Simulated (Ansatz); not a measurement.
`C=NCS[SiH3]` + `N=C(O)[SiH3]` → `N=C([SiH3])O[SiH3]` + `C=NCS`  (ligand exchange at the Si–S bond)

Isolated molecules relaxed with PBE0-D4/def2-TZVP in Ansatz; ΔE leaves out vibrations. CBS: MP2 limit from def2 TZ/QZ plus the TZ coupled-cluster correction, frozen cores. DFT in def2-TZVPP. B3LYP here is the variant with VWN-RPA as its local correlation; programs differ in this. One conformer a species, not always the lowest.

`C=NCS[SiH3]`:

Cartesian coordinates in Å:
```
C -1.692 0.178 -1.279
N -0.919 -0.192 -0.358
C 0.239 -0.961 -0.707
S 1.754 -0.050 -0.257
Si 1.112 0.716 1.634
H -2.568 0.775 -1.030
H -1.527 -0.068 -2.336
H 0.221 -1.894 -0.141
H 0.316 -1.188 -1.779
H 2.377 1.183 2.259
H 0.179 1.864 1.535
H 0.511 -0.362 2.460
```

`N=C(O)[SiH3]`:

```xyz
9

N     0.183   -1.701   -0.183
C    -0.325   -0.543   -0.217
O    -1.567   -0.379   -0.711
Si    0.460    1.090    0.358
H     1.119   -1.692    0.210
H    -1.880   -1.258   -0.976
H     1.806    0.754    0.885
H     0.575    2.025   -0.788
H    -0.372    1.702    1.423
```

`N=C([SiH3])O[SiH3]`:

Z-matrix (Å, degrees):
```
Si
C 1 1.901
H 1 1.483 2 109.4
H 1 1.483 2 109.4 3 -120.4
H 1 1.485 2 107.4 3 119.8
O 2 1.346 1 113.3 3 60.2
N 2 1.266 1 128.3 3 -119.8
Si 6 1.693 2 117.6 1 179.9
H 7 1.015 2 112.7 1 0.0
H 8 1.482 6 101.9 2 -180.0
H 8 1.480 6 111.5 2 62.8
H 8 1.480 6 111.4 2 -62.7
```

`C=NCS`:

Z-matrix (Å, degrees):
```
C
N 1 1.437
S 1 1.811 2 111.7
H 1 1.091 2 108.8 3 120.4
H 1 1.100 2 113.6 3 -118.4
C 2 1.259 1 117.6 3 113.5
H 3 1.343 1 95.9 2 59.7
H 6 1.099 2 123.3 1 0.1
H 6 1.089 2 119.3 1 -179.7
```

Is it downhill or uphill in electronic energy at CCSD(T)/CBS, and by how much? (Estimate.)

The calculation gave: Downhill: ΔE = -0.25 eV.

What do these levels give: B3LYP-D4, B2PLYP, PBE, r2SCAN, PBE0, B3LYP, HF/def2-TZVPP, SCS-MP2/def2-TZVPP, CCSD/def2-TZVPP, CCSD(T)/def2-TZVPP, MP2/def2-QZVPP, SCS-MP2/def2-QZVPP? (Estimate.)

Computed: B3LYP-D4 -0.26, B2PLYP -0.29, PBE -0.12, r2SCAN -0.20, PBE0 -0.15, B3LYP -0.28, HF/def2-TZVPP -0.40, SCS-MP2/def2-TZVPP -0.31, CCSD/def2-TZVPP -0.31, CCSD(T)/def2-TZVPP -0.28, MP2/def2-QZVPP -0.24, SCS-MP2/def2-QZVPP -0.29 eV.

Largest T1 diagnostic among the species: 0.014.

In def2-TZVPP, CCSD(T) changes the Hartree–Fock value by +0.12 eV (the triples alone add +0.02 eV) and MP2 by +0.15 eV.
